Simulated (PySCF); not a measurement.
# Computed records: BFH$_{4}$NO, Al$_{2}$BH$_{5}$N, AlBH$_{5}$N$_{2}$, AlBClH$_{4}$N and others

All values are calculated (PySCF 2.14.0). Calculation on a computer-drawn molecule: the log of a Hartree-Fock and frozen-core CCSD(T) single point meant for a local Hartree-Fock minimum, with one planted fault or none, to be diagnosed. Offsets are logged minus clean, where the clean run is the same molecule without the fault. The reference is restricted for singlets and unrestricted otherwise, and also for a bond in bohr or an excited solution. Adding or removing an electron swaps singlet and doublet. The excited solution moves the top pair (singlet) or top alpha electron (doublet) to the lowest empty orbital. Highest occupied and lowest empty are orbital energies over both spins, largest force is the largest gradient component, triples share is (T) over the correlation energy, the T1 limit is 0.02 restricted and 0.045 unrestricted, electrons count all cores, a negative frequency is imaginary (commonest isotopes), and the dipole is about the centre of nuclear charge.

Common to all runs: logged SCF converged yes; possible faults no fault, one electron removed, one electron added, multiplicity raised by two, geometry at a saddle point, SCF held on an excited solution, minimal basis STO-3G, one bond length entered in bohr, all coordinates scaled.

```json
{"entry": 1, "formula": "BFH4NO", "logged_structure": {"atoms_angstrom": [["N", -0.0931, -0.3228, 1.1221], ["B", -1.3688, -1.0234, 1.5599], ["O", -1.0567, -1.9498, 2.6537], ["F", -1.9496, -1.8472, 0.4596], ["H", -0.2673, 0.2644, 0.3261], ["H", 0.5937, -1.0008, 0.8364], ["H", -2.2572, -0.1879, 1.8477], ["H", -1.7809, -2.5427, 2.7455]]}, "given": {"meant_charge": -1, "meant_multiplicity": 1, "meant_basis": "aug-cc-pVDZ", "logged_electrons": 34, "logged_basis_functions": 24, "logged_spin_squared": 0.0, "logged_highest_occupied [eV]": -0.9935, "logged_lowest_empty [eV]": 23.801, "logged_largest_force [hartree/bohr]": 0.064674, "logged_T1_diagnostic": 0.0070333, "logged_D1_diagnostic": 0.023641, "logged_triples_share": 0.015445, "logged_CC_converged": "yes", "logged_dipole_magnitude [debye]": 1.9318, "logged_SCF_stable_within_its_kind": "yes", "logged_energy_HF [hartree]": -252.27052, "logged_energy_CCSD(T) [hartree]": -252.43103, "drawn_bonds_atom": [1, 2, 2, 1, 1, 2, 3], "drawn_bonds_other_atom": [2, 3, 4, 5, 6, 7, 8], "drawn_bonds_order": [1, 1, 1, 1, 1, 1, 1]}, "results": {"planted_fault": "minimal basis STO-3G", "HF_energy_offset_from_clean_run [kcal/mol]": 2294, "CCSD(T)_energy_offset_from_clean_run [kcal/mol]": 2668}}
{"entry": 2, "formula": "Al2BH5N", "logged_structure": {"atoms_angstrom": [["N", -0.7172, -2.1874, 2.2488], ["B", 0.2097, -1.3996, 1.6051], ["Al", 0.2707, -1.258, -0.5555], ["Al", 2.2454, 0.3831, -1.5488], ["H", -1.4178, -2.743, 1.802], ["H", -0.7485, -2.2554, 3.2487], ["H", 1.0034, -0.7759, 2.2537], ["H", -0.471, -1.8038, -1.8272], ["H", 3.3675, 1.3165, -2.1237]]}, "given": {"meant_charge": 1, "meant_multiplicity": 1, "meant_basis": "cc-pV(D+d)Z", "logged_electrons": 41, "logged_basis_functions": 99, "logged_spin_squared": 0.7964, "logged_highest_occupied [eV]": -19.363, "logged_lowest_empty [eV]": -11.578, "logged_largest_force [hartree/bohr]": 0.091865, "logged_T1_diagnostic": 0.024056, "logged_D1_diagnostic": 0.081571, "logged_triples_share": 0.029995, "logged_CC_converged": "yes", "logged_dipole_magnitude [debye]": 2.4954, "logged_SCF_stable_within_its_kind": "yes", "logged_energy_HF [hartree]": -565.1989, "logged_energy_CCSD(T) [hartree]": -565.59511, "drawn_bonds_atom": [1, 2, 3, 1, 1, 2, 3, 4], "drawn_bonds_other_atom": [2, 3, 4, 5, 6, 7, 8, 9], "drawn_bonds_order": [1, 1, 1, 1, 1, 1, 1, 1]}, "results": {"planted_fault": "one electron removed", "HF_energy_offset_from_clean_run [kcal/mol]": 292.7, "CCSD(T)_energy_offset_from_clean_run [kcal/mol]": 307.4}}
{"entry": 3, "formula": "Al2BH5N", "logged_structure": {"atoms_angstrom": [["N", -0.7172, -2.1874, 2.2488], ["B", 0.2097, -1.3996, 1.6051], ["Al", 0.2707, -1.258, -0.5555], ["Al", 2.2454, 0.3831, -1.5488], ["H", -1.4178, -2.743, 1.802], ["H", -0.7763, -2.3159, 4.1384], ["H", 1.0034, -0.7759, 2.2537], ["H", -0.471, -1.8038, -1.8272], ["H", 3.3675, 1.3165, -2.1237]]}, "given": {"meant_charge": 1, "meant_multiplicity": 1, "meant_basis": "cc-pV(D+d)Z", "logged_electrons": 42, "logged_basis_functions": 99, "logged_spin_squared": 0.767, "logged_highest_occupied [eV]": -13.678, "logged_lowest_empty [eV]": -4.8718, "logged_largest_force [hartree/bohr]": 0.027795, "logged_T1_diagnostic": 0.063196, "logged_D1_diagnostic": 0.27189, "logged_triples_share": 0.040785, "logged_CC_converged": "yes", "logged_dipole_magnitude [debye]": 4.7589, "logged_SCF_stable_within_its_kind": "yes", "logged_energy_HF [hartree]": -565.51824, "logged_energy_CCSD(T) [hartree]": -565.94047, "drawn_bonds_atom": [1, 2, 3, 1, 1, 2, 3, 4], "drawn_bonds_other_atom": [2, 3, 4, 5, 6, 7, 8, 9], "drawn_bonds_order": [1, 1, 1, 1, 1, 1, 1, 1]}, "results": {"planted_fault": "one bond length entered in bohr, row 5 of the drawn bonds", "HF_energy_offset_from_clean_run [kcal/mol]": 92.32, "CCSD(T)_energy_offset_from_clean_run [kcal/mol]": 90.72}, "notes": ["T1 above single-reference limit"]}
{"entry": 4, "formula": "Al2BH5N", "logged_structure": {"atoms_angstrom": [["N", -0.1245, -1.9909, -0.8141], ["B", -1.1932, -1.3301, -0.2119], ["Al", -1.0538, 0.2271, 1.2788], ["Al", -1.196, 0.5334, 3.8303], ["H", 0.8366, -1.8257, -0.6012], ["H", -0.2535, -2.6923, -1.5154], ["H", -2.296, -1.6488, -0.5941], ["H", 0.1222, 0.6069, 4.7168], ["H", -2.5725, 0.8743, 4.5478]]}, "given": {"meant_charge": 0, "meant_multiplicity": 2, "meant_basis": "cc-pV(D+d)Z", "logged_electrons": 43, "logged_basis_functions": 99, "logged_spin_squared": 3.7557, "logged_highest_occupied [eV]": -6.0587, "logged_lowest_empty [eV]": -0.9208, "logged_largest_force [hartree/bohr]": 0.022167, "logged_T1_diagnostic": 0.038235, "logged_D1_diagnostic": 0.19249, "logged_triples_share": 0.033957, "logged_CC_converged": "yes", "logged_dipole_magnitude [debye]": 2.4995, "logged_SCF_stable_within_its_kind": "yes", "logged_energy_HF [hartree]": -565.7864, "logged_energy_CCSD(T) [hartree]": -566.21334, "drawn_bonds_atom": [1, 2, 3, 1, 1, 2, 4, 4], "drawn_bonds_other_atom": [2, 3, 4, 5, 6, 7, 8, 9], "drawn_bonds_order": [1, 1, 1, 1, 1, 1, 1, 1]}, "results": {"planted_fault": "multiplicity raised by two", "HF_energy_offset_from_clean_run [kcal/mol]": 53.51, "CCSD(T)_energy_offset_from_clean_run [kcal/mol]": 56.12}}
{"entry": 5, "formula": "AlBH5N2", "logged_structure": {"atoms_angstrom": [["N", 0.3976, 0.896, 1.3185], ["B", -0.8274, 0.3689, 1.7221], ["N", -1.0566, -0.4842, 2.7997], ["Al", -2.5844, 0.944, 0.5329], ["H", 1.2468, 0.6821, 1.8078], ["H", 0.5477, 1.5064, 0.5447], ["H", -0.308, -0.7933, 3.3917], ["H", -1.9394, -0.8549, 3.0777], ["H", -3.8296, 1.3513, -0.31]]}, "given": {"meant_charge": 1, "meant_multiplicity": 1, "meant_basis": "cc-pV(D+d)Z", "logged_electrons": 36, "logged_basis_functions": 90, "logged_spin_squared": 0.0, "logged_highest_occupied [eV]": -14.92, "logged_lowest_empty [eV]": -4.2892, "logged_largest_force [hartree/bohr]": 1.5743e-05, "logged_lowest_frequency [cm^-1]": 184.38, "logged_T1_diagnostic": 0.014923, "logged_D1_diagnostic": 0.054715, "logged_triples_share": 0.028191, "logged_CC_converged": "yes", "logged_dipole_magnitude [debye]": 3.2018, "logged_SCF_stable_within_its_kind": "yes", "logged_energy_HF [hartree]": -378.24886, "logged_energy_CCSD(T) [hartree]": -378.76803, "drawn_bonds_atom": [1, 2, 2, 1, 1, 3, 3, 4], "drawn_bonds_other_atom": [2, 3, 4, 5, 6, 7, 8, 9], "drawn_bonds_order": [1, 1, 1, 1, 1, 1, 1, 1]}, "results": {"planted_fault": "no fault", "HF_energy_offset_from_clean_run [kcal/mol]": 0.0, "CCSD(T)_energy_offset_from_clean_run [kcal/mol]": 0.0}}
{"entry": 6, "formula": "AlBClH4N", "logged_structure": {"atoms_angstrom": [["N", -0.6562, 0.6015, 0.2883], ["B", -1.2187, -0.6378, 0.552], ["Al", -2.7921, -1.7255, -0.4338], ["Cl", -0.5182, -1.5233, 1.9862], ["H", -0.9514, 1.1852, -0.4657], ["H", 0.0827, 0.9903, 0.8408], ["H", -4.3077, -1.5359, -0.0083], ["H", -2.4623, -2.7885, -1.5628]]}, "given": {"meant_charge": 0, "meant_multiplicity": 1, "meant_basis": "cc-pV(D+d)Z", "logged_electrons": 47, "logged_basis_functions": 94, "logged_spin_squared": 0.7653, "logged_highest_occupied [eV]": 0.23411, "logged_lowest_empty [eV]": 7.3199, "logged_largest_force [hartree/bohr]": 0.01842, "logged_T1_diagnostic": 0.014214, "logged_D1_diagnostic": 0.046239, "logged_triples_share": 0.027398, "logged_CC_converged": "yes", "logged_dipole_magnitude [debye]": 8.797, "logged_SCF_stable_within_its_kind": "yes", "logged_energy_HF [hartree]": -782.93441, "logged_energy_CCSD(T) [hartree]": -783.46365, "drawn_bonds_atom": [1, 2, 2, 1, 1, 3, 3], "drawn_bonds_other_atom": [2, 3, 4, 5, 6, 7, 8], "drawn_bonds_order": [1, 1, 1, 1, 1, 1, 1]}, "results": {"planted_fault": "one electron added", "HF_energy_offset_from_clean_run [kcal/mol]": 15.82, "CCSD(T)_energy_offset_from_clean_run [kcal/mol]": 7.16}, "notes": ["highest electron not bound in this basis"]}
{"entry": 7, "formula": "AlBClH3N", "logged_structure": {"atoms_angstrom": [["N", 1.3454, 0.1493, 0.0], ["B", 0.0253, -0.2741, 0.0], ["Al", -1.6891, 1.0711, 0.0], ["Cl", -0.2329, -2.0675, 0.0], ["H", 2.1223, -0.4823, 0.0], ["H", 1.6008, 1.1148, 0.0], ["H", -3.1718, 0.4886, 0.0]]}, "given": {"meant_charge": 0, "meant_multiplicity": 2, "meant_basis": "cc-pV(D+d)Z", "logged_electrons": 45, "logged_basis_functions": 89, "logged_spin_squared": 0.7555, "logged_highest_occupied [eV]": -7.6133, "logged_lowest_empty [eV]": 0.47604, "logged_largest_force [hartree/bohr]": 2.1554e-05, "logged_lowest_frequency [cm^-1]": -115.0, "logged_T1_diagnostic": 0.015637, "logged_D1_diagnostic": 0.05115, "logged_triples_share": 0.028494, "logged_CC_converged": "yes", "logged_dipole_magnitude [debye]": 3.2707, "logged_SCF_stable_within_its_kind": "yes", "logged_energy_HF [hartree]": -782.35321, "logged_energy_CCSD(T) [hartree]": -782.84407, "drawn_bonds_atom": [1, 2, 2, 1, 1, 3], "drawn_bonds_other_atom": [2, 3, 4, 5, 6, 7], "drawn_bonds_order": [1, 1, 1, 1, 1, 1]}, "results": {"planted_fault": "geometry at a saddle point", "HF_energy_offset_from_clean_run [kcal/mol]": 0.9055, "CCSD(T)_energy_offset_from_clean_run [kcal/mol]": 0.6316}}
{"entry": 8, "formula": "AlBClH3N", "logged_structure": {"atoms_angstrom": [["N", 0.1743, -3.3437, 1.0364], ["B", 0.0425, -1.9841, 1.006], ["Al", -0.1467, 0.028, 0.9696], ["Cl", -1.142, 0.9157, -0.6948], ["H", 0.9546, -3.8284, 0.6366], ["H", -0.5086, -3.9523, 1.445], ["H", 0.3904, 0.9908, 2.0869]]}, "given": {"meant_charge": 0, "meant_multiplicity": 2, "meant_basis": "cc-pV(D+d)Z", "logged_electrons": 45, "logged_basis_functions": 89, "logged_spin_squared": 0.7597, "logged_highest_occupied [eV]": -5.5584, "logged_lowest_empty [eV]": 0.29106, "logged_largest_force [hartree/bohr]": 0.051589, "logged_dipole_magnitude [debye]": 4.4301, "logged_SCF_stable_within_its_kind": "no", "logged_energy_HF [hartree]": -782.30142, "drawn_bonds_atom": [1, 2, 3, 1, 1, 3], "drawn_bonds_other_atom": [2, 3, 4, 5, 6, 7], "drawn_bonds_order": [1, 1, 1, 1, 1, 1]}, "results": {"planted_fault": "SCF held on an excited solution", "HF_energy_offset_from_clean_run [kcal/mol]": 44.38}, "notes": ["coupled-cluster numbers left out as unreliable"]}
```
